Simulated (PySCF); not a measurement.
These 3 structures share the formula C4H11B. Theory: PBE0-D3(BJ)/def2-SVP geometry optimisation, gas phase in PySCF. One conformer each; no zero-point energy, no entropy. No frequencies were run at this level. Point groups hold within 0.08 Å.

Question: Rank from lowest to highest electronic energy at this level (kcal/mol).
A. BH2(iBu), `[H]B([H])CC(C)C`
B. `BC(C)(C)C`
C. `[CH3:1][BH:2][CH2:3][CH2:4][CH3:5]` with C1–B2–C3–C4 1°, B2–C3–C4–C5 180°

Answer: C (0.0), A (12.3), B (14.6).

Neighbours under 2.5 kcal/mol apart ([H]B([H])CC(C)C and BC(C)(C)C) can change places with a better method, another conformer or zero-point energy.

```tsv
SMILES	E (Eh)	E rel (kcal/mol)	dipole (D)	point group	A, B, C (MHz)
CBCCC	-183.53521	0.0	0.41	–	12101, 2249, 1989
[H]B([H])CC(C)C	-183.51562	12.3	0.77	–	6220, 3812, 3102
BC(C)(C)C	-183.51189	14.6	0.69	Cs	4811, 4653, 4222
```

How do the relative energies change in single points at PBE0/pcSseg-1 (no added dispersion term) on the same geometries?

```csv
SMILES,PBE0-D3(BJ)/def2-SVP (kcal/mol),PBE0/pcSseg-1 (kcal/mol),shift
CBCCC,0.0,0.0,0.0
[H]B([H])CC(C)C,12.3,12.7,+0.4
BC(C)(C)C,14.6,14.8,+0.2
```

Each column counts from its own lowest isomer. The order is unchanged; the largest shift is 0.4 kcal/mol.
